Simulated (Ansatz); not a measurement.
Basis-set extrapolation for `C[C](C)([AlH2])S` (PBE0-D4/def2-TZVP geometry, frozen core, Ansatz). Multiplicity 1, RHF reference.

```tsv
	def2-TZVPP	def2-QZVPP
HF	-758.330939	-758.355083
MP2 correlation	-0.794964	-0.849691
CCSD(T) correlation	-0.892857	not run
```

Energies in hartree. Use E(X) = E(∞) + A·exp(−7.88·√X) for Hartree–Fock and E(X) = E(∞) + B·X^(−2.97) for correlation, with X = 3 and 4, and add CCSD(T) minus MP2 of the smaller set to the MP2 limit.

Q: What is the CCSD(T) energy at the basis-set limit?

A: HF limit: -758.355083 + (-0.024144) × 0.13774 = -758.35841. MP2 limit: -0.849691 + (-0.054727) × 0.74074 = -0.89023. Higher-order term: -0.892857 − (-0.794964) = -0.09789. Total: -759.34653 hartree, 322.2 kJ/mol below CCSD(T)/def2-TZVPP.
